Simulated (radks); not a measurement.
Zn II, configuration [Ar] 3d10 4s1. Method: Dirac Kohn-Sham, PBEsol, spin-unpolarised, spherical densities, point nucleus; speed of light set to 13703.6 atomic units (100 times the physical value, a model run); computed with a radial shooting solver on a logarithmic mesh with Libxc functionals.

Unscreened Slater integrals over Kohn-Sham orbitals (hartree). Large and small components are both included. Empty in this configuration: 4p1/2.

F0(4s1/2,4s1/2): 0.37182
F0(4s1/2,3d5/2): 0.47349
G2(4s1/2,3d5/2): 0.052386
F0(4s1/2,3d3/2): 0.47349
G2(4s1/2,3d3/2): 0.052386
F0(4s1/2,3p3/2): 0.48289
G1(4s1/2,3p3/2): 0.025781
F0(4s1/2,4p1/2): 0.32071
G1(4s1/2,4p1/2): 0.20346
F0(3d5/2,3d5/2): 1.0551
F2(3d5/2,3d5/2): 0.47744
F4(3d5/2,3d5/2): 0.29507
F0(3d5/2,3d3/2): 1.0551
F2(3d5/2,3d3/2): 0.47744
G2(3d5/2,3d3/2): 0.47744
G4(3d5/2,3d3/2): 0.29507
F0(3d5/2,3p3/2): 1.1449
F2(3d5/2,3p3/2): 0.53268
G1(3d5/2,3p3/2): 0.65705
G3(3d5/2,3p3/2): 0.39714
F0(3d5/2,4p1/2): 0.37548
G3(3d5/2,4p1/2): 0.024275
F0(3d3/2,3d3/2): 1.0551
F2(3d3/2,3d3/2): 0.47744
F0(3d3/2,3p3/2): 1.1449
F2(3d3/2,3p3/2): 0.53268
G1(3d3/2,3p3/2): 0.65705
G3(3d3/2,3p3/2): 0.39714
F0(3d3/2,4p1/2): 0.37548
G1(3d3/2,4p1/2): 0.030660
F0(3p3/2,3p3/2): 1.2587
F2(3p3/2,3p3/2): 0.62725
F0(3p3/2,4p1/2): 0.38035
G2(3p3/2,4p1/2): 0.013894
F0(4p1/2,4p1/2): 0.28704
